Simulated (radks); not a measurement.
Tc II, configuration [Kr] 4d3 5s1 5p2 (not the ground configuration).

Calculated with a radial shooting solver on a logarithmic mesh with Libxc functionals: scalar-relativistic Kohn-Sham, PBE, spin-unpolarised, spherical densities, point nucleus.

Energy parts (Ry):
| part | energy |
|---|---|
| total | -8569.14401 |
| kinetic | 8848.59215 |
| electron-nucleus | -20597.55351 |
| Hartree | 3434.83744 |
| exchange-correlation | -255.02009 |

Orbitals (lengths in bohr, moments of r in powers of bohr; r(max) is where P^2 peaks):
orbital  occ.  eigenvalue (Ry)   r(max)   <1/r>
1s          2        -1535.206  0.02228   44.71
2s          2        -220.2542   0.1262   10.09
2p          6        -197.2675   0.1008   9.793
3s          2        -39.51990   0.3723   3.480
3p          6        -31.97482   0.3657   3.312
3d         10        -19.77070   0.3114   3.083
4s          2         -6.71458   0.9458   1.305
4p          6         -4.61948    1.016   1.171
4d          3         -1.63022    1.219  0.8768
5s          1         -1.12060    2.451  0.4679
5p          2         -0.71121    2.922  0.3820

The highest occupied level is 5p at -9.676 eV. The density falls to 0.001 e/bohr^3 at r = 4.81 bohr. Summed over all electrons, <r^2> = 57.20 bohr^2, which gives a Langevin (diamagnetic) susceptibility term of -45.3 x 10^-6 cm^3/mol.
